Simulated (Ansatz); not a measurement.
Ansatz (a first-principles code) input (CCSD(T)/aug-cc-pVDZ):

Ansatz 0.2 input:
```yaml
crystal:
  periodic: [false, false, false]
  atoms:
    - {symbol: C, position_ang: [2.59185668, 0.23353234, 0.85959796]}
    - {symbol: C, position_ang: [1.33963107, 0.63465522, 0.08654331]}
    - {symbol: C, position_ang: [0.48590429, -0.57869770, -0.32598208]}
    - {symbol: C, position_ang: [-0.72759448, -0.19424485, -1.10378557]}
    - {symbol: C, position_ang: [-1.99365948, -0.00235347, -0.57158579]}
    - {symbol: C, position_ang: [-2.36340410, -0.15470936, 0.74722316]}
    - {symbol: H, position_ang: [3.18025573, 1.10773097, 1.14406005]}
    - {symbol: H, position_ang: [2.33302663, -0.30599380, 1.77389033]}
    - {symbol: H, position_ang: [3.23193730, -0.41933941, 0.26121653]}
    - {symbol: H, position_ang: [0.72411041, 1.30647641, 0.69034943]}
    - {symbol: H, position_ang: [1.61934517, 1.19658044, -0.80924864]}
    - {symbol: H, position_ang: [0.20802208, -1.13535541, 0.57261896]}
    - {symbol: H, position_ang: [1.10695735, -1.25070743, -0.92752898]}
    - {symbol: H, position_ang: [-0.59058924, -0.00064118, -2.16190201]}
    - {symbol: H, position_ang: [-2.76902149, 0.30331743, -1.26815913]}
    - {symbol: H, position_ang: [-3.38235811, 0.02065009, 1.06134568]}
    - {symbol: H, position_ang: [-1.65808991, -0.45181096, 1.51129186]}
basis:
  gaussian:
    orbitals: aug-cc-pVDZ
magnetization: {spin_polarized: true, initial_magnetization: 1}
correlation: {method: ccsd_t, electrons: outside_noble_gas}
output: {forces: true}
```

Output:

```
Functional definition: HF
integrals: 2.75 GiB planned
2353 factors; integrals over basis functions are off by at most 6.8e-4 eV
1.16 GiB of device memory are held for the factors and their scratch space
mean field: 1.75 GiB planned
mean field evaluation 1: about -6350.4285 eV, gradient 3.1e1 eV
mean field evaluation 2: about -6350.4341 eV, gradient 3.1e1 eV
mean field evaluation 4: about -6356.3202 eV, gradient 3.7e0 eV
mean field evaluation 8: about -6356.5787 eV, gradient 4.1e-1 eV
mean field evaluation 16: about -6356.3137 eV, gradient 3.7e0 eV
mean field -6356.58352792 eV, -233.6001360039 hartree, gradient 2.7e-6 eV, S^2 0.942770; 0 other end points of the search recorded, 0 dependent functions left out
6 core orbitals not correlated
reference -6356.58352792 eV, -233.6001360039 hartree; 18, 17 occupied and 213, 214 virtual orbitals, 2353 factors
densities: 25.31 GiB planned
second order -22.65565012 eV of doubles, -0.00000000 eV of singles
coupled cluster: 17.76 GiB planned
cycle   1  -24.08849740 eV  change    -1.4e0 eV  update   1.1e-1
cycle   2  -24.81338622 eV  change   -7.2e-1 eV  update   4.3e-2
cycle   3  -24.98071493 eV  change   -1.7e-1 eV  update   2.6e-2
cycle   4  -24.99476994 eV  change   -1.4e-2 eV  update   1.3e-2
cycle   5  -24.99483369 eV  change   -6.4e-5 eV  update   4.6e-3
cycle   6  -24.99618962 eV  change   -1.4e-3 eV  update   1.6e-3
cycle   7  -24.99643038 eV  change   -2.4e-4 eV  update   4.8e-4
cycle   8  -24.99651226 eV  change   -8.2e-5 eV  update   2.1e-4
cycle   9  -24.99651831 eV  change   -6.1e-6 eV  update   9.6e-5
cycle  10  -24.99649652 eV  change    2.2e-5 eV  update   5.5e-5
cycle  11  -24.99652618 eV  change   -3.0e-5 eV  update   3.4e-5
cycle  12  -24.99652864 eV  change   -2.5e-6 eV  update   1.8e-5
cycle  13  -24.99653127 eV  change   -2.6e-6 eV  update   8.1e-6
cycle  14  -24.99653079 eV  change    4.8e-7 eV  update   3.4e-6
cycle  15  -24.99652798 eV  change    2.8e-6 eV  update   1.4e-6
coupled cluster: 17.76 GiB planned
perturbative correction -0.89496412 eV, -0.0328893248 hartree
the calculation of the forces begins
1.16 GiB of device memory are held for the factors and their scratch space
Total energy: -6382.47502002 eV, -234.5516307887 hartree
Atom 0 at     2.591857     0.233532     0.859598 Å, force    -0.060983    -0.002204    -0.033068 eV/Å
Atom 1 at     1.339631     0.634655     0.086543 Å, force    -0.048102    -0.104442    -0.017050 eV/Å
Atom 2 at     0.485904    -0.578698    -0.325982 Å, force     0.213237     0.054462     0.127389 eV/Å
Atom 3 at    -0.727594    -0.194245    -1.103786 Å, force     0.473716    -0.051821    -0.257690 eV/Å
Atom 4 at    -1.993659    -0.002353    -0.571586 Å, force    -0.369118     0.167395    -0.455448 eV/Å
Atom 5 at    -2.363404    -0.154709     0.747223 Å, force    -0.145858    -0.088338     0.660815 eV/Å
Atom 6 at     3.180256     1.107731     1.144060 Å, force     0.255766     0.390200     0.122170 eV/Å
Atom 7 at     2.333027    -0.305994     1.773890 Å, force    -0.130193    -0.235436     0.404973 eV/Å
Atom 8 at     3.231937    -0.419339     0.261217 Å, force     0.274933    -0.286087    -0.281069 eV/Å
Atom 9 at     0.724110     1.306476     0.690349 Å, force    -0.286712     0.297586     0.283822 eV/Å
Atom 10 at     1.619345     1.196580    -0.809249 Å, force     0.126884     0.237433    -0.408898 eV/Å
Atom 11 at     0.208022    -1.135355     0.572619 Å, force    -0.131131    -0.258463     0.418664 eV/Å
Atom 12 at     1.106957    -1.250707    -0.927529 Å, force     0.263379    -0.291639    -0.262622 eV/Å
Atom 13 at    -0.590589    -0.000641    -2.161902 Å, force     0.056217     0.090316    -0.512248 eV/Å
Atom 14 at    -2.769021     0.303317    -1.268159 Å, force    -0.354380     0.140383    -0.318281 eV/Å
Atom 15 at    -3.382358     0.020650     1.061346 Å, force    -0.489543     0.086493     0.146531 eV/Å
Atom 16 at    -1.658090    -0.451811     1.511292 Å, force     0.351888    -0.145838     0.382010 eV/Å
Dipole moment:     0.085592     0.020524    -0.013667 e Å
```

It need not be the lowest isomer of its formula.

The determinant is spin-contaminated: <S^2> is 0.94 against 0.75 for a pure state.
